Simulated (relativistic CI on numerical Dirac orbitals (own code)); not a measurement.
Hyperfine structure of Cu²⁶⁺, mass number 63

Computed by Dirac-Coulomb-Breit CI, KLI orbitals optimised for each configuration, model QED (radiative potential, 1s self-energy scaled to tabulated hydrogen-like ionisation energies), unscaled Slater integrals (own radial code, finite nucleus).

CI space (outside the closed core 1s2): 2s, 2p, 3s, 3p, 3d, 4s, 4p, 4d, 4f, 5s, 5p, 5d, 5f, 5g. Levels of other configurations are missing.

Nuclear spin I = 3/2, μ = 2.2259 μN, Q = -0.22 b (tables of Stone and Pyykkö). The electronic factors are computed for point nuclear moments, without core polarisation or the Bohr-Weisskopf and QED corrections.

| Level | E (eV) | A (GHz) | B (GHz) |
| --- | --- | --- | --- |
| 2s 2S_1/2 | 0.00 | 1134 |  |
| 2p 2P°_1/2 | 55.31 | 357.5 |  |
| 2p 2P°_3/2 | 80.89 | 66.39 | -18.4 |
| 3s 2S_1/2 | 1452.22 | 333.9 |  |
| 3p 2P°_1/2 | 1467.58 | 107.6 |  |
| 3p 2P°_3/2 | 1475.15 | 19.99 | -5.55 |
| 3d 2D_3/2 | 1480.85 | 11.25 | -1.04 |
| 3d 2D_5/2 | 1483.25 | 4.768 | -1.46 |

Levels with J = 0, under 50 % of one LS term, or S terms without an open s electron are left out. Small factors come from cancelling terms and can be off by tens of per cent or more.

At this charge energies of transitions that change n are usually good to better than 1 %, and those within a shell (Δn = 0) to a few per cent.

Q: Give the hyperfine levels of 2s 2S_1/2 relative to its centre of gravity.

A: With K = F(F + 1) − I(I + 1) − J(J + 1), E = AK/2: F = 1: -1418, F = 2: 850.6 GHz.
